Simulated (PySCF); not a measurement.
Spinor energies of Xe (xenon, neutral)

Start: [Xe]. Calculated with PySCF 2.14 in x2c-QZVPPall-2c: generalised Hartree-Fock with the X2C-1e Hamiltonian and a Gaussian nucleus; one run each with spin-orbit coupling (SO) switched off, then screened by Boettger's factors.

```tsv
spinor shell	electrons	ε, spin-free (eV)	ε, screened SO (eV)	weight of nominal j (screened SO)	rms radius, screened SO (bohr)
1s1/2	2	-34727.9	-34724.3	1.000	0.0305
2s1/2	2	-5506.8	-5505.7	1.000	0.124
2p1/2	2	-4934.0	-5160.3	1.000	0.107
2p3/2	4	-4934.0	-4832.6	1.000	0.112
3s1/2	2	-1170.1	-1169.7	1.000	0.326
3p1/2	2	-980.67	-1024.8	1.000	0.318
3p3/2	4	-980.67	-960.71	1.000	0.330
3d3/2	4	-700.35	-708.18	1.000	0.302
3d5/2	6	-700.35	-694.80	1.000	0.306
4s1/2	2	-229.38	-229.28	1.000	0.762
4p1/2	2	-166.77	-175.63	1.000	0.797
4p3/2	4	-166.77	-162.72	1.000	0.824
4d3/2	4	-72.587	-73.831	1.000	0.939
4d5/2	6	-72.587	-71.672	1.000	0.950
5s1/2	2	-27.487	-27.472	1.000	2.03
5p1/2	2	-12.416	-13.417	1.000	2.40
5p3/2	4	-12.416	-11.963	1.000	2.52
```

```
   quantity    spin-free  screened SO
E (hartree)  -7442.43555  -7444.86588
        M_J            0            0
       ⟨J²⟩        0.000        0.000
       ⟨L²⟩        0.000        0.035
       ⟨S²⟩        0.000        0.035
```

Breit and QED terms are absent; they matter most for the inner s and p1/2 levels.

Densities and radii are taken from the X2C orbitals without a picture-change correction, which distorts them close to the nucleus.

Without spin-orbit coupling the j labels of p, d and f shells carry no meaning; the spin-free column gives the mean over the occupied spinors of each nl shell.
